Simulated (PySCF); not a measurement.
Cartesian coordinates in Å; atom numbers follow the order of the lines, from 1:
```xyz
14

N     2.557    0.348    0.476
C     1.215    0.590    0.292
C     0.745    1.883    0.000
C    -0.617    2.123   -0.140
C    -1.554    1.100    0.002
C    -1.079   -0.178    0.290
Br   -2.312   -1.598    0.486
C     0.277   -0.447    0.436
H     3.203    1.022    0.089
H     2.868   -0.610    0.401
H     1.459    2.702   -0.114
H    -0.961    3.135   -0.368
H    -2.622    1.286   -0.109
H     0.611   -1.461    0.665
```

PySCF 2.14.0 with density-fitted response routines calculation with NMR shieldings at PBE0/pcSseg-1/GIAO and geometry: PBE0-D3(BJ)/def2-SVP; relativity neglected, no solvent, a single conformation, averaged over atoms made equivalent by symmetry, fast rotation or ring inversion.

Referencing at the same level of theory: ¹³C (184.41 ppm) vs TMS.

Question: Do the ¹³C shifts follow the atomic charges (in e)? Tabulate both.

Answer: 
| atoms | hybridisation | δ (ppm) | σ para (ppm) | Hirshfeld | IAO | Mulliken | ESP-fitted |
| --- | --- | --- | --- | --- | --- | --- | --- |
| C2 | sp2 | 152.1 | -221 | +0.06 | +0.14 | +0.06 | +0.24 |
| C6 | sp2 | 143.7 | -213 | -0.00 | -0.05 | -0.25 | -0.28 |
| C4 | sp2 | 135.7 | -205 | -0.04 | -0.13 | -0.09 | -0.27 |
| C5 | sp2 | 125.5 | -190 | -0.08 | -0.19 | +0.04 | +0.08 |
| C8 | sp2 | 120.2 | -186 | -0.09 | -0.21 | +0.08 | -0.02 |
| C3 | sp2 | 114.8 | -183 | -0.08 | -0.21 | -0.07 | -0.21 |

Correlation coefficients of δ with charge over these carbons: Hirshfeld +0.94, IAO +0.93, Mulliken -0.23, ESP-fitted +0.26; with the paramagnetic shielding -0.99. With so few points these coefficients are fragile. Charge is one influence among several: hybridisation and low-lying excitations act through the paramagnetic term.

Spin–orbit coupling is missing: it shields a carbon bonded to bromine, so the measured shift of such a carbon is lower than the computed one. Shifts are as computed. Against solution values, carbons near 30 ppm lie about +2 ppm off and those near 130 ppm about +5 ppm; carbons on Br a further +13 ppm. Of 1211 compounds with measured shifts, 218 miss one by over three times the rms of a fit or turn the order of signals round; such compounds aren't used in these exercises.
